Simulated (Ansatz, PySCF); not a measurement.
ClH2Si, SMILES [SiH2]Cl (connectivity only; charge and spin as stated), charge +1, multiplicity 1. Atoms are numbered in the order given.

```xyz
4

Si     0.0000     0.0000    -1.0021
Cl     0.0000     0.0000     0.9523
H      0.0000    -1.2911    -1.6963
H      0.0000     1.2910    -1.6964
```
Charge +1, spin multiplicity 1.

Geometry optimised at B3LYP-D3(BJ)/def2-TZVP. The spin state was assumed, not searched. The isomer is the one that the SMILES or the coordinates give; other isomers of the formula were not compared.

Two levels are set side by side: PBE-D3(BJ)/def2-TZVP (Ansatz, a quantum-chemistry and plane-wave program) and B3LYP-D3(BJ)/def2-TZVP (PySCF). Each level has its own optimised geometry; the coordinates shown are those of the second. Frequencies come from the Hessian of PySCF at each geometry. Differences are taken from unrounded values.

| quantity | B3LYP-D3(BJ) | PBE-D3(BJ) | PBE-D3(BJ) minus B3LYP-D3(BJ) |
|---|---|---|---|
| mean bond length (Å) | 1.629 | 1.642 | 0.013 |
| bond Si1–Cl2 (Å) | 1.954 | 1.962 | 0.007 |
| bond Si1–H3 (Å) | 1.466 | 1.482 | 0.016 |
| bond Si1–H4 (Å) | 1.466 | 1.482 | 0.016 |
| highest harmonic wavenumber (cm⁻¹) | 2355 | 2278 | -77 |
| mean harmonic wavenumber (cm⁻¹) | 1262 | 1216 | -45 |
| zero-point energy (kcal/mol) | 10.82 | 10.43 | -0.39 |

GGA bonds tend to be longer and softer than those of functionals with exact exchange. Differences between two approximate levels are no errors against the true value.
